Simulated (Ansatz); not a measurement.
C2H8AlNS. Charge 0, multiplicity 1. The bonds changed during the relaxation, so this is another structure than the one it started from. The structure was optimised at the PBE0-D4/def2-TZVP level. It is one conformer, not always the lowest.

```xyz
13

C     0.189   -0.189   -1.614
C     0.258    0.426   -0.275
N     1.215    1.264   -0.050
Al   -0.925   -0.008    1.372
S    -0.307   -2.135    1.777
H     0.970    0.136   -2.310
H     0.238   -1.274   -1.484
H    -0.796    0.014   -2.044
H     1.281    1.682    0.874
H     1.920    1.514   -0.738
H    -2.453    0.197    0.949
H    -0.212    1.039    2.379
H    -1.378   -2.665    1.163
```

Task: What is the dipole moment at ωB97M-V/def2-TZVPP? (Best estimate.)

Result: The calculation gave: 7.34 D, with components (3.70, 3.32, -5.40) D in this frame, pointing from negative to positive charge.

Task: And with PBE, r2SCAN, B3LYP? (Estimate.)

Result: The calculation gave: PBE 6.94 D, r2SCAN 7.12 D, B3LYP 7.16 D.

Task: Give the Mulliken charges with ωB97M-V, r2SCAN, B3LYP in def2-TZVPP. (Best estimate.)

Result: Computed: 
```json
{"atom": "C1", "ωB97M-V": "-0.28", "r2SCAN": "-0.13", "B3LYP": "-0.24"}
{"atom": "C2", "ωB97M-V": "0.10", "r2SCAN": "0.10", "B3LYP": "0.12"}
{"atom": "N3", "ωB97M-V": "-0.11", "r2SCAN": "-0.18", "B3LYP": "-0.15"}
{"atom": "Al4", "ωB97M-V": "0.26", "r2SCAN": "0.37", "B3LYP": "0.33"}
{"atom": "S5", "ωB97M-V": "-0.39", "r2SCAN": "-0.41", "B3LYP": "-0.40"}
{"atom": "H6", "ωB97M-V": "0.08", "r2SCAN": "0.02", "B3LYP": "0.06"}
{"atom": "H7", "ωB97M-V": "0.14", "r2SCAN": "0.10", "B3LYP": "0.13"}
{"atom": "H8", "ωB97M-V": "0.14", "r2SCAN": "0.09", "B3LYP": "0.12"}
{"atom": "H9", "ωB97M-V": "0.19", "r2SCAN": "0.22", "B3LYP": "0.21"}
{"atom": "H10", "ωB97M-V": "0.14", "r2SCAN": "0.17", "B3LYP": "0.17"}
{"atom": "H11", "ωB97M-V": "-0.16", "r2SCAN": "-0.21", "B3LYP": "-0.20"}
{"atom": "H12", "ωB97M-V": "-0.22", "r2SCAN": "-0.26", "B3LYP": "-0.25"}
{"atom": "H13", "ωB97M-V": "0.11", "r2SCAN": "0.10", "B3LYP": "0.10"}
```

B3LYP here is the variant with VWN-RPA as its local correlation; programs differ in this.
